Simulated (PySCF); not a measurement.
Si(F)2(H)(nPr) (C3H8F2Si), SMILES CCC[SiH](F)F. Atoms are numbered in the order given.

```xyz
14

Si     0.6692     0.6203    -0.1675
F      1.9091     1.2966     0.6541
F      1.3063    -0.5486    -1.1174
C     -0.5037    -0.1716     1.0529
C     -1.4741    -1.2059     0.4520
C     -2.4347    -0.6221    -0.5868
H      0.1093     1.6751    -1.0661
H      0.1346    -0.6365     1.8361
H     -1.0631     0.6444     1.5643
H     -0.8843    -2.0265    -0.0096
H     -2.0577    -1.6748     1.2731
H     -3.0332     0.2118    -0.1635
H     -3.1439    -1.3887    -0.9578
H     -1.8937    -0.2243    -1.4715
```
Charge 0, spin multiplicity 1.

Coordinates come from a PBE-D3(BJ)/def2-SVP optimisation. Other conformers were not sampled.

Two levels are set side by side: PBE/pcSseg-1 (PySCF) and KT2/pcSseg-1 (PySCF). GIAO shifts against CFCl3 (¹⁹F), TMS (²⁹Si), TMS (¹H), TMS (¹³C) at the same level; non-relativistic, no solvent, atoms listed together averaged. Differences are taken from unrounded values.

| quantity | KT2 |
|---|---|
| δ(²⁹Si) of Si1 (ppm) | 9.9 |
| δ(¹³C) of C4 (ppm) | 24.2 |
| δ(¹³C) of C5 (ppm) | 25.1 |
| δ(¹³C) of C6 (ppm) | 22.2 |
| δ(¹H) of H7 (ppm) | 5.95 |

Question: What does PBE give, and how far is it from KT2? (Estimate from the structure and the level; the computed values follow.)

Answer: 
```json
[
 {"quantity": "δ(²⁹Si) of Si1 (ppm)", "PBE": "8.1", "PBE minus KT2": "-1.8"},
 {"quantity": "δ(¹³C) of C4 (ppm)", "PBE": "24.5", "PBE minus KT2": "0.3"},
 {"quantity": "δ(¹³C) of C5 (ppm)", "PBE": "25.0", "PBE minus KT2": "-0.2"},
 {"quantity": "δ(¹³C) of C6 (ppm)", "PBE": "22.0", "PBE minus KT2": "-0.2"},
 {"quantity": "δ(¹H) of H7 (ppm)", "PBE": "5.97", "PBE minus KT2": "0.02"}
]
```

Rough cost on one machine, each run with all the roots and properties that it gave: KT2 against PBE within a factor of 2.
